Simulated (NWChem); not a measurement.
Species: TiH₃I; SMILES [TiH3][I]

Computed with NWChem. The geometry was optimised at PBE0/def2-SVP. def2 effective core potentials on I; no spin-orbit coupling. B3LYP is NWChem's, with the RPA form of VWN correlation. Vertical excitations in the gas phase; the lowest state need not have the same character in each row.

```
level                           lowest excitation, singlet (eV)  oscillator strength of that lowest state  orbital gap (eV)
------------------------------  -------------------------------  ----------------------------------------  ----------------
PBE/def2-SVP, full TDDFT                                   3.03                                     0.000              3.03
B3LYP/def2-SVP, full TDDFT                                 3.25                                     0.000              4.70
LRC-wPBEh/def2-SVP, full TDDFT                             3.29                                     0.000        (withheld)
CAM-B3LYP/def2-SVP, full TDDFT                             3.28                                     0.000              7.56
```

Complete the blanks.


- LRC-wPBEh/def2-SVP, full TDDFT, orbital gap (eV): 8.71
